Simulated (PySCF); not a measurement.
A geometry optimisation on `ClBr` (BrCl).

Method: PBE0-D3(BJ)/def2-SVP geometry optimisation, gas phase (PySCF 2.14.0). Start geometry: GFN2-xTB. A driver script takes a list of jobs; this job's settings line and coordinates (Å) are shown.

Input:
```
{"job": {"xc": "PBE0", "basis": "def2-SVP", "d3": "d3bj", "grid": 1, "kind": "geom"}, "charge": 0, "multiplicity": 1}
Cl     1.069195    -0.002889    -0.002844
Br    -1.066438     0.004158    -0.011304
```

Output:
```
step   0  E = -3033.42139238  max force = 0.010151
step   1  E = -3033.42160995  max force = 0.003702
step   2  E = -3033.42165127  max force = 0.000994
step   3  E = -3033.42165530  max force = 0.000028
optimisation converged
```

Energies in Eh; «max force» is the largest Cartesian gradient component in Eh/bohr.

Task: Give the first gradient maximum in eV/Å.

Result: With 1 Eh/bohr = 51.422 eV/Å, 0.522 eV/Å.

Main results: final energy -3033.42166 Eh after 3 steps; dipole 0.55 D.

Task: Where do the atoms end?

Result: 0.015 Å rms from the input after alignment:
```
atom  x, y, z in Å
Cl1    1.0859   -0.0101   -0.0048
Br2   -1.0788   -0.0011   -0.0156
```

Task: How long does this job take on an Arm Neoverse N1 with one thread, no GPU, shared host with 64 logical CPUs at a one-minute load of 26? And the peak memory of the process?

Result: About 3.8 s, with 0.30 GiB resident at the peak, the Python interpreter and its libraries included.
Labels such as C1 count atoms from 1, the log's own numbers from 0.
